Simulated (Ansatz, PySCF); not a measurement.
Complex: HF (SMILES F) (first 2 atoms) with C4H6 (SMILES C=CC=C); geometry from B3LYP-D3(BJ)/def2-TZVP, rigid monomers moved along the line of their centres of mass till H2···C3 is 2.91 Å.
(charge 0, multiplicity 1):
```xyz
12

F      0.5360     0.0197     0.2479
H      0.6546     0.2495     1.1478
C      0.9464     1.2799     3.8564
C      0.4991     0.0881     4.2701
C     -0.8934    -0.2139     4.5507
C     -1.3212    -1.4081     4.9602
H      0.2723     2.1169     3.7155
H      1.9974     1.4584     3.6732
H      1.2061    -0.7247     4.4123
H     -1.6042     0.5949     4.4097
H     -2.3666    -1.5983     5.1610
H     -0.6345    -2.2339     5.1044
```

Interaction energies are E(AB) − E(A) − E(B) at the monomers' geometry in the complex; basis-set methods are counterpoise corrected.

Cores are frozen in the correlated methods.

The values were computed with Ansatz (an electronic-structure program); PySCF for the dispersion terms. Each number belongs to the level named beside it.

PBE/def2-TZVPPD gives -110.0 meV for the interaction energy.

Question: How do the other levels lie against it? Give each less PBE: PBE-D3(BJ)/def2-TZVPPD, r2SCAN/def2-TZVPPD, PBE0/def2-TZVPPD, wB97M-V/def2-TZVPPD, MP2/aug-cc-pVDZ, CCSD(T)/aug-cc-pVDZ.

Answer: PBE-D3(BJ)/def2-TZVPPD -20.3; r2SCAN/def2-TZVPPD -3.7; PBE0/def2-TZVPPD 1.3; wB97M-V/def2-TZVPPD -6.3; MP2/aug-cc-pVDZ 1.6; CCSD(T)/aug-cc-pVDZ 5.9 meV. 3 of 6 lie above PBE; the widest gap is to PBE-D3(BJ)/def2-TZVPPD.
